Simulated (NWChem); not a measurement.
System: Si2NH5F2; SMILES F[SiH](F)N[SiH3]

Parts of the log:

```
             Northwest Computational Chemistry Package (NWChem) 7.3.0
             --------------------------------------------------------

 C1  symmetry detected

                             Geometry "geometry" -> ""
                             -------------------------

 Output coordinates in angstroms (scale by  1.889725989 to convert to a.u.)

  No.       Tag          Charge          X              Y              Z
 ---- ---------------- ---------- -------------- -------------- --------------
    1 Si                  14.0000     0.00026609     2.02052962     0.29944418
    2 N                    7.0000    -0.02622515     0.65545937    -0.80182274
    3 Si                  14.0000    -0.00202844    -1.00558465    -0.42195666
    4 F                    9.0000     1.28497316    -1.37205410     0.47984152
    5 F                    9.0000    -1.25678654    -1.41051065     0.50857642
    6 H                    1.0000     1.20019254     2.87888191     0.06380484
    7 H                    1.0000     0.04142058     1.45800020     1.67793327
    8 H                    1.0000    -1.21756400     2.86961427     0.13182561
    9 H                    1.0000    -0.06276970     0.86814512    -1.79527227
   10 H                    1.0000    -0.00670985    -1.82900396    -1.64611909

 Effective nuclear repulsion energy (a.u.)     312.0286750317

                                 NWChem DFT Module
                                 -----------------

 Summary of "ao basis" -> "ao basis" (spherical)
 ------------------------------------------------------------------------------
       Tag                 Description            Shells   Functions and Types
 ---------------- ------------------------------  ------  ---------------------
 Si                          6-31g*                  8       18   4s3p1d
 N                           6-31g*                  6       14   3s2p1d
 F                           6-31g*                  6       14   3s2p1d
 H                           6-31g*                  2        2   2s

            General Information
            -------------------
          SCF calculation type: DFT
          Wavefunction type:  closed shell.
          No. of atoms     :    10
          No. of electrons :    58
           Alpha electrons :    29
            Beta electrons :    29
          Charge           :     0
          Spin multiplicity:     1
          Use of symmetry is: off; symmetry adaption is: off
          Maximum number of iterations: 150
          AO basis - number of functions:    88
                     number of shells:    44
          Convergence on energy requested:  1.00D-06
          Convergence on density requested:  1.00D-05
          Convergence on gradient requested:  5.00D-04

              XC Information
              --------------
                        M06-L Method XC Functional
                         M06-L Exchange Functional  1.000
                       M06-L Correlation Potential  1.000

             Grid Information
             ----------------
          Grid used for XC integration:  medium
          Radial quadrature: Mura-Knowles
          Angular quadrature: Lebedev.
          Tag              B.-S. Rad. Rad. Pts. Rad. Cut. Ang. Pts.
          ---              ---------- --------- --------- ---------
          Si                  1.10       88          11.0       590
          N                   0.65       49           8.0       434
          F                   0.50       49          12.0       434
          H                   0.35       45          12.0       434
          Grid pruning is: on
          Number of quadrature shells:   548
          Spatial weights used:  Erf1

      Superposition of Atomic Density Guess
      -------------------------------------

 Sum of atomic energies:        -833.16418003

      Non-variational initial energy
      ------------------------------

 Total energy =    -834.601058
 1-e energy   =   -1777.177050
 2-e energy   =     630.547318
 HOMO         =      -0.348287
 LUMO         =       0.038488

     ---------------------------------------------
      Total Density - Mulliken Population Analysis
     ---------------------------------------------

    Atom       Charge   Shell Charges
 -----------   ------   -------------------------------------------------------
    1 Si  14    13.39   2.00  2.00  5.97  0.94  1.58  0.29  0.45  0.16
    2 N    7     8.18   2.00  0.82  2.67  0.79  1.89  0.01
    3 Si  14    12.40   2.00  2.00  5.97  0.75  1.06  0.16  0.20  0.25
    4 F    9     9.61   2.00  0.95  3.47  1.00  2.19  0.01
    5 F    9     9.61   2.00  0.95  3.47  1.00  2.19  0.01
    6 H    1     1.07   0.48  0.60
    7 H    1     1.06   0.47  0.59
    8 H    1     1.07   0.48  0.60
    9 H    1     0.53   0.39  0.14
   10 H    1     1.06   0.46  0.60

[...]

                         DFT ENERGY GRADIENTS

    atom               coordinates                        gradient
                 x          y          z           x          y          z
   1 Si      0.000503   3.818247   0.565867   -0.000043  -0.001287  -0.001644
   2 N      -0.049558   1.238639  -1.515225    0.000002  -0.001335   0.001485
   3 Si     -0.003833  -1.900279  -0.797382   -0.000183   0.005511  -0.005458
   4 F       2.428247  -2.592806   0.906769    0.006186  -0.001992   0.004212
   5 F      -2.374982  -2.665479   0.961070   -0.005992  -0.002128   0.004265
   6 H       2.268035   5.440298   0.120574    0.004420   0.002990  -0.000894
   7 H       0.078274   2.755221   3.170834    0.000188  -0.001345   0.005657
   8 H      -2.300862   5.422785   0.249114   -0.004483   0.002963  -0.000641
   9 H      -0.118618   1.640556  -3.392573   -0.000101   0.000545  -0.002926
  10 H      -0.012680  -3.456316  -3.110714    0.000006  -0.003921  -0.004055
```

Level: M06-L/6-31G* (spherical d). The geometry was optimised at PBE0/def2-SVP.

Question: Write an input that gives this output.

Answer: One answer among several that fit: the input that was run:
```
start job
memory heap 200 mb stack 900 mb global 1100 mb
geometry units angstroms noautoz
  Si    -0.082381    -2.102307    -0.251998
  N     -0.623176    -0.618164     0.510739
  Si     0.011612     0.952666     0.327741
  F      1.583951     0.984792     0.689170
  F     -0.042900     1.429064    -1.213151
  H      0.350655    -3.104650     0.767760
  H      1.066848    -1.739878    -1.127374
  H     -1.172730    -2.714113    -1.069912
  H     -1.416254    -0.689752     1.142732
  H     -0.716122     1.919652     1.171516
end
basis spherical
  * library 6-31g*
end
dft
  xc m06-l
  iterations 150
  mulliken
end
task dft gradient
```
